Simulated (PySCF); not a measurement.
[NbCl6]- (charge -1 and singlet state).
SMILES: `[Cl][Nb-]([Cl])([Cl])([Cl])([Cl])[Cl]`

Method: PySCF, PBE0-D3(BJ)/def2-SVP geometry optimisation, gas phase, def2 core potentials past Kr.

Masses are those of the commonest isotopes; rigid-rotor values at the optimised geometry. 

Give the principal moments of inertia and the rotational constants in GHz.

Ia = 780.06, Ib = 780.38, Ic = 780.79 u·Å²; 505379 MHz·u·Å²/I gives 647.9, 647.6 and 647.3 MHz, that is A = 0.6479, B = 0.6476, C = 0.6473 GHz.

What kind of rotor is it?

A spherical top, as the point group Oh requires three equal moments; the computed ones differ by 0.09 % because the geometry is symmetric only within the optimiser's tolerance.

The point group Oh allows no dipole (computed: 0.01 D (about the centre of mass, as the species is charged)), so a rigid rotor has no electric-dipole lines.

Not checked by PBE0-D3(BJ)/def2-SVP frequencies. No vibrational averaging or centrifugal distortion is included, and the geometry carries the error of its method.

The run took 2.3 min of wall time on an Intel Xeon Platinum 8375C at 2.90 GHz with one thread, shared host with 128 logical CPUs at a one-minute load of 98, and the process peaked at 0.59 GiB of memory. This is the geometry optimisation.
